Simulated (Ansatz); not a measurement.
One change: `C[S][Hf]([F])([S]C)[S]C` becomes `C[S][Hf]([OH])([S]C)[S]C`.

Ansatz, PBE0-D4/def2-TZVP geometries, multiplicity 1. Each molecule was computed in one conformer, which needn't be the lowest.

Elements past krypton have def2 core potentials.

```json
{"property": "HOMO energy (PBE/def2-TZVPP) / eV", "`C[S][Hf]([F])([S]C)[S]C`": "-5.90"}
{"property": "HOMO energy (B3LYP/def2-TZVPP) / eV", "`C[S][Hf]([F])([S]C)[S]C`": "-6.81"}
{"property": "HOMO–LUMO gap (ωB97M-V/def2-TZVPP) / eV", "`C[S][Hf]([F])([S]C)[S]C`": "9.56"}
{"property": "HOMO–LUMO gap (B3LYP/def2-TZVPP) / eV", "`C[S][Hf]([F])([S]C)[S]C`": "5.07"}
{"property": "size of the dipole moment (B3LYP/def2-TZVPP) / D", "`C[S][Hf]([F])([S]C)[S]C`": "4.02"}
{"property": "LUMO energy (ωB97M-V/def2-TZVPP) / eV", "`C[S][Hf]([F])([S]C)[S]C`": "0.42"}
```

Problem. What does the change do to each property? (Estimate.)

Solution. Ansatz gave: 
```tsv
property	`C[S][Hf]([OH])([S]C)[S]C`	shift
HOMO energy (PBE/def2-TZVPP) / eV	-5.77	0.13
HOMO energy (B3LYP/def2-TZVPP) / eV	-6.70	0.11
HOMO–LUMO gap (ωB97M-V/def2-TZVPP) / eV	9.96	0.40
HOMO–LUMO gap (B3LYP/def2-TZVPP) / eV	5.42	0.35
size of the dipole moment (B3LYP/def2-TZVPP) / D	4.36	0.34
LUMO energy (ωB97M-V/def2-TZVPP) / eV	0.86	0.44
```

With PBE0 the HOMO rises by 0.11 eV and the LUMO rises by 0.46 eV, so the gap widens by about 0.35 eV. PBE moves the HOMO by 0.13 eV and ωB97M-V by 0.04 eV. Dipoles are sizes alone; their direction can turn.

Positive LUMOs are unbound, so they and the gaps depend on the basis.

B3LYP here is the variant with VWN-RPA as its local correlation; programs differ in this.
